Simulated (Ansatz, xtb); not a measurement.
**Two isomers of C4H4FNS**

Structure a is `Cc1csc(F)n1`, a singlet and structure b is `Cc1nc(F)cs1`, a singlet. Both are isolated molecules in the gas phase, relaxed with r2SCAN-D4/def2-SVP.

a (Å):

```tsv
atom	x (Å)	y (Å)	z (Å)
C	-2.6659	-2.2111	0.9847
C	-1.2635	-2.0659	0.4945
C	-0.1649	-2.7245	0.9931
C	0.2512	-1.2142	-0.8291
F	0.7989	-0.4898	-1.7836
N	-1.0025	-1.2031	-0.5518
S	1.2668	-2.2580	0.1289
H	-2.7258	-2.9260	1.8164
H	-3.3235	-2.5572	0.1713
H	-3.0572	-1.2387	1.3237
H	-0.1171	-3.4470	1.8076
```

b (Å):

```csv
atom,x (Å),y (Å),z (Å)
C,-3.0371,-1.9751,0.7985
C,-1.5723,-2.0432,0.5312
C,0.4087,-1.4817,-0.2021
C,0.7974,-2.6587,0.3850
F,1.2383,-0.6673,-0.8381
N,-0.8954,-1.1371,-0.1249
S,-0.5973,-3.3892,1.0917
H,-3.2526,-1.9730,1.8788
H,-3.4257,-1.0478,0.3578
H,-3.5704,-2.8305,0.3540
H,1.7901,-3.1024,0.4294
```

Energies in hartree; the thermal terms are from GFN2-xTB frequencies at re-optimised GFN2-xTB minima (ideal gas, soft modes damped towards free rotors, one conformer each, 298.15 K, 1 atm) and include the zero-point energy:

```
                              a           b
E, CCSD(T)/def2-SVP  −705.911539  −705.913599
    E, MP2/def2-SVP  −705.834387  −705.836894
  E, MP2/def2-TZVPP  −706.590381  −706.592996
  zero-point energy     0.073132     0.072814
       H(298 K) − E     0.080714     0.080461
       G(298 K) − E     0.041968     0.041532
```

Problem. Correct the CCSD(T) difference for the basis set by the MP2 change, then work out ΔE, ΔE₀, ΔH and ΔG for a → b in kcal/mol (1 Eh = 627.51 kcal/mol) and the equilibrium ratio [b]/[a].

Solution. 1. Differences b − a: CCSD(T) −0.002060, MP2 in the small set −0.002507, MP2 in the large set −0.002615 Eh.
2. ΔE = −0.002060 + (−0.002615 − (−0.002507)) = −0.002168 Eh = −1.36 kcal/mol.
3. ΔE₀ = ΔE + ΔZPE = −0.002168 + (−0.000318) Eh = −1.56 kcal/mol.
4. ΔH = ΔE + (−0.000253) Eh = −1.52 kcal/mol.
5. ΔG = ΔE + (−0.000436) Eh = −1.63 kcal/mol, so ΔS = (ΔH − ΔG)/T = +1.6 J/(mol K).
6. kT = 0.9442 mEh, so K = [b]/[a] = exp(−ΔG/kT) = exp(+2.76) ≈ 16.

Structure b is favoured at this temperature. An error of 1 kcal/mol in ΔG would change K by a factor of 5.4. HF/STO-3G gave ΔE the other sign. Mirror images and further conformers aren't counted.

As drawn, both hold the same kinds of bond in the same numbers.

Other levels gave ΔE = −1.3 (GFN2-xTB); +1.8 (HF/STO-3G, GFN2-xTB geometries); −1.8 (r2SCAN-D4/def2-SVP//GFN2-xTB); −1.9 (r2SCAN-D4/def2-SVP); −1.5 (HF/def2-SVP); −1.6 (MP2/def2-SVP); −1.3 (CCSD(T)/def2-SVP) kcal/mol. The correlated steps freeze 11 core orbitals. Programs: Ansatz 0.2.0, xtb 6.7.1.
